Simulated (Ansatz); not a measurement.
Calculated with Ansatz (gas phase, PBE0-D4/def2-TZVP geometries, no zero-point term in ΔE). CCSD(T)/CBS adds triple-zeta CCSD(T) − MP2 to the extrapolated MP2 energy (def2 sets, frozen cores). This one scheme is used for every species, atoms too. Functionals use def2-TZVPP. Open shells (•) are unrestricted, without spin–orbit coupling. One conformer a species, not always the lowest.

Reaction (hydrogen abstraction from the N–H bond): `N[SiH](N)F` + H• → `[NH][SiH](N)F`• + H₂

CCSD(T)/CBS gives +53.2 kJ/mol.

Q: Another level gave +46.2 kJ/mol. Which?
A. BLYP/def2-TZVPP
B. r2SCAN-D4/def2-TZVPP
C. LDA (SPW92)/def2-TZVPP
D. B2PLYP/def2-TZVPP

A: D. B2PLYP 46.2, BLYP 22.7, r2SCAN-D4 36.6, LDA (SPW92) 79.5 kJ/mol.

Q: What do rigid-rotor, harmonic-oscillator terms from PBE0-D4/def2-TZVP frequencies (298.15 K, 1 bar) make of the CCSD(T)/CBS value? (Best estimate.)

A: Computed: ΔZPE = -11.2 kJ/mol, ΔH = +45.1 kJ/mol, ΔS = 28 J/(mol·K), ΔG = +36.8 kJ/mol. Open shells count their whole term as degenerate.

Largest T1 diagnostic among the species: 0.013.

Leaving LDA and LC-ωPBE aside and taking each functional with its dispersion term where it has one, the values, not all of them listed here, spread over 38.3 kJ/mol, from BLYP-D4 to PBE-QIDH. LDA lies +30.3 kJ/mol from PBE without D4. From r2SCAN to r2SCAN0 (25 % exact exchange), in def2-TZVPP and without D4, ΔE moves by +3.3 kJ/mol.
